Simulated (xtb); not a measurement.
CH3Cl2NSi2, SMILES Cl[Si]1(Cl)[SiH2]C=N1. All values are semi-empirical tight-binding results from xtb (GFN2-xTB unless named), good for trends rather than for accurate numbers. Geometry optimised at GFN2-xTB. The structure was generated by enumeration, and PubChem lists no compound with its InChIKey, so it may never have been made.

```
Property                                           Value
-----------------------------------------  -------------
point group as xtb finds it                           Cs
orbital gap                                      2.05 eV
dipole moment                                     3.88 D
zero-point energy                          24.7 kcal/mol
G − E(el) at 298.15 K (modified RRHO)       3.3 kcal/mol
static polarisability (D4 model)              95.4 bohr³
solvation energy, GFN2-xTB/ALPB(water)     -3.6 kcal/mol
solvation energy, GFN2-xTB/ALPB(methanol)  -6.3 kcal/mol
```
